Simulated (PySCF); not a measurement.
# First hyperpolarisability: `c1ccc([N+]#[C-])n1C`, C₆H₆N₂

Geometry (Å), atoms numbered from 1 in this order:
```xyz
14

C    -1.697    2.096   -1.021
N    -0.783    1.425   -0.700
C     0.259    0.638   -0.324
C     1.624    0.853   -0.401
C     2.240   -0.301    0.136
C     1.234   -1.168    0.517
N     0.028   -0.595    0.236
C    -1.275   -1.162    0.475
H     2.099    1.745   -0.801
H     3.308   -0.482    0.236
H     1.285   -2.156    0.970
H    -1.859   -0.530    1.161
H    -1.836   -1.266   -0.466
H    -1.152   -2.154    0.925
```

Computed, not measured: quadratic response CAM-B3LYP/aug-cc-pVDZ first hyperpolarisability, Taylor convention, gas phase (PySCF). Geometry: PBE0-D3(BJ)/def2-SVP.

Task: Give β for the processes computed.

Result: In au, Taylor convention; the vector part is βᵢ = ⅓ Σⱼ (βᵢⱼⱼ + βⱼᵢⱼ + βⱼⱼᵢ); β∥ is 3/5 of the vector part along the dipole, the dipole points from − to +:
| process | λ (nm) | β vector norm | β∥ | β HRS | depolarisation ratio |
| --- | --- | --- | --- | --- | --- |
| static β(0;0,0) | ∞ | 367.1 | 189.0 | 180.1 | 3.28 |
| second harmonic β(−2ω;ω,ω) | 1907 | 396.1 | 203.5 | 194.1 | 3.30 |
| Pockels β(−ω;ω,0) | 1907 | 376.4 | 193.7 | – | – |
| second harmonic β(−2ω;ω,ω) | 1064 | 476.1 | 243.2 | 232.3 | 3.37 |
| Pockels β(−ω;ω,0) | 1064 | 398.3 | 204.6 | – | – |

Task: Which lowest excitations, dipole and polarisabilities go with it?

Result: S1 5.37 eV (f = 0.342); S2 5.55 eV (f = 0.010); S3 5.66 eV (f = 0.000); dipole 3.76 D; isotropic α 86.6 au static, 87.0 au at 1907 nm, 87.8 au at 1064 nm, 88.1 au at 953.5 nm, 91.9 au at 532 nm.
